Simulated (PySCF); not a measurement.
All numbers come from PBE0/[Ga def2-TZVPD, O def2-TZVPD], no relativity, density fitting, PySCF. Open shells, if any, are unrestricted.

**Question.** What shape and geometry does isolated singlet GaO₂⁻ take (every ligand bound to Ga)?

**Answer.** Counting electrons, gallium keeps none of its valence electrons outside its bonds, so the VSEPR class is AX2 and the expected shape is linear (D∞h), as computed. The lowest minimum found is a singlet of D∞h symmetry with Ga–O 1.684 Å (×2); O–Ga–O 180.0°. Its harmonic wavenumbers are 217 (πu), 785 (σg+), 938 (σu+) cm⁻¹ and its dipole moment is 0.00 D about the centre of mass.

This need not be the most stable arrangement of these atoms. The lowest empty level of this anion is unbound, so it and the gap depend on the basis.
